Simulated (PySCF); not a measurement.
# Reading the logs of faulty runs: B2GeH5 cation

Calculated results; nothing here was measured. The program is PySCF 2.14.0, an open-source quantum chemistry code, run on an isolated molecule that a program drew, which may never have been made. The molecule is B2GeH5 cation (charge +1, singlet), drawn as the SMILES string `[BH+][BH][GeH3]`.

Each row is a Hartree-Fock (HF) and frozen-core CCSD(T) single point in the cc-pVDZ basis, meant for a local HF minimum. Run 1 is clean. Each other run has one planted mistake out of seven kinds, and not every kind appears here: one electron removed, one electron added, multiplicity raised by two, geometry at a saddle point, minimal basis STO-3G, one bond length entered in bohr, all coordinates scaled. The reference is restricted for singlets and unrestricted otherwise, and also for a bond in bohr. Adding or removing an electron swaps singlet and doublet. Electrons count all cores. HOMO and LUMO are orbital energies over both spins, the gradient is its largest component, and the lowest frequency (negative if imaginary) is given only where the gradient is small. Bond lengths are over the 7 bonds as drawn. T1 is the CCSD diagnostic: over 0.02 (restricted) or 0.045 (unrestricted) a single reference is doubtful. Germanium has the cc-pVDZ-PP basis, with a core potential (ECP10MDF) in place of its 10 inner electrons, and its 3s, 3p and 3d shells are frozen in CCSD(T).

Geometry of the clean run:
```xyz
8
B2GeH5 cation, angstrom
B     1.2437    1.0477   -1.4584
B     0.6201    1.4033    0.0684
Ge    1.5156    0.5357    1.8056
H     1.7559    0.7338   -2.4732
H    -0.3134    2.1351    0.1689
H     1.9636    1.7395    2.6216
H     2.6803   -0.3630    1.4136
H     0.3774   -0.2413    2.4510
```

```
run  electrons  basis functions  <S^2>  HOMO (eV)  LUMO (eV)  gradient (hartree/bohr)  lowest frequency (cm^-1)  mean bond (Å)  longest bond (Å)      T1  HF (hartree)  CCSD(T) (hartree)               mistake
  1         46               76  0.000     -16.16      -6.48                  2.2e-05                        34         1.5373             2.138  0.0193    -345.28209         -345.56837              no fault
  2         45               76  0.764     -22.98     -13.87                  8.0e-02                         -         1.5373             2.138  0.0205    -344.73281         -344.98708  one electron removed
  3         47               76  0.758      -8.47       1.15                  4.2e-02                         -         1.5373             2.138  0.0210    -345.55544         -345.86152    one electron added
  4         46               76  0.868     -13.53      -6.51                  6.2e-03                         -         1.7308             2.877  0.0473    -345.17827         -345.45004                     ?
  5         46               76  0.000     -16.24      -6.51                  5.8e-03                         -         1.5219             2.117  0.0192    -345.28149         -345.56719                     ?
```

**Which mistake was planted in run 4, and what did it cost?**

The mean bond changes by a factor of 1.126 and the longest by 1.346, so the molecule wasn't scaled as a whole. A length L in bohr read as angstrom grows by (1/0.5292 - 1) L = 0.890 L. The 7 bonds together grew by 7 x 0.1935 = 1.354 Å, which gives L = 1.522 Å. That is the length of one of the Ge-H bonds, 1.522 Å in the clean geometry. So the mistake is: one bond length entered in bohr. Subtracting run 1 and multiplying by 627.51 kcal/mol a hartree, the energy moved by 65.1 kcal/mol in HF and 74.3 kcal/mol in CCSD(T).

**Which mistake was planted in run 5, and what did it cost?**

The mean and the longest bond both change by the same factor, 0.990, and the gradient is no longer small. So the mistake is: all coordinates scaled. Subtracting run 1 and multiplying by 627.51 kcal/mol a hartree, the energy moved by 0.4 kcal/mol in HF and 0.7 kcal/mol in CCSD(T).

Cautions from the logs. Run 4: T1 is over the limit, so its CCSD(T) energy is less reliable.
